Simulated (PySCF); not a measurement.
THF (C4H8O), SMILES C1CCOC1. Atoms are numbered in the order given.

```xyz
13

C     -0.7260    -0.2321     0.9865
C      0.7260     0.2321     0.9865
C      1.1529    -0.1342    -0.4299
O      0.0000     0.0000    -1.2351
C     -1.1529     0.1342    -0.4299
H     -1.3455     0.2427     1.7611
H     -0.7773    -1.3234     1.1340
H      1.3455    -0.2427     1.7611
H      0.7773     1.3234     1.1340
H      1.9508     0.5174    -0.8230
H      1.5242    -1.1772    -0.4719
H     -1.5242     1.1772    -0.4719
H     -1.9508    -0.5174    -0.8230
```

Geometry optimised at PBE0-D3(BJ)/def2-SVP. Other conformers were not sampled.

The numbers are results of CAM-B3LYP/def2-TZVP (PySCF), not measurements.

ESP charges are fitted to the potential on shells at 1.4 to 2.0 van der Waals radii. Atomic charges (e):

```tsv
atom	Löwdin	meta-Löwdin	ESP fit
C1	-0.27	-0.21	-0.05
C2	-0.27	-0.21	-0.05
C3	-0.32	[?]	0.15
O4	0.15	-0.42	-0.43
C5	-0.32	[?]	0.15
H6	0.14	[?]	0.01
H7	0.14	[?]	0.05
H8	0.14	[?]	0.01
H9	0.14	[?]	0.05
H10	0.12	[?]	0.02
H11	0.12	[?]	0.03
H12	0.12	[?]	0.03
H13	0.12	[?]	0.02
```

Task: Some entries are withheld; supply them. (The exact figures need the calculation; the answer reports its results.)

Result: 
- C3, meta-Löwdin: 0.01
- C5, meta-Löwdin: 0.01
- H6, meta-Löwdin: 0.11
- H7, meta-Löwdin: 0.10
- H8, meta-Löwdin: 0.11
- H9, meta-Löwdin: 0.10
- H10, meta-Löwdin: 0.11
- H11, meta-Löwdin: 0.09
- H12, meta-Löwdin: 0.09
- H13, meta-Löwdin: 0.11

Task: Give the Mayer and Wiberg (Löwdin basis) orders of the bonds. (An estimate is asked for; the answer gives what the named calculation found.)

Result: 
```json
[
 {"bond": "C1–C2", "Mayer": "0.95", "Wiberg": "1.20"},
 {"bond": "C2–C3", "Mayer": "0.98", "Wiberg": "1.22"},
 {"bond": "C3–O4", "Mayer": "1.00", "Wiberg": "1.46"},
 {"bond": "C1–C5", "Mayer": "0.98", "Wiberg": "1.22"},
 {"bond": "O4–C5", "Mayer": "1.00", "Wiberg": "1.46"},
 {"bond": "C1–H6", "Mayer": "0.97", "Wiberg": "0.86"},
 {"bond": "C1–H7", "Mayer": "0.97", "Wiberg": "0.85"},
 {"bond": "C2–H8", "Mayer": "0.97", "Wiberg": "0.86"},
 {"bond": "C2–H9", "Mayer": "0.97", "Wiberg": "0.85"},
 {"bond": "C3–H10", "Mayer": "0.96", "Wiberg": "0.89"},
 {"bond": "C3–H11", "Mayer": "0.97", "Wiberg": "0.88"},
 {"bond": "C5–H12", "Mayer": "0.97", "Wiberg": "0.88"},
 {"bond": "C5–H13", "Mayer": "0.96", "Wiberg": "0.89"}
]
```
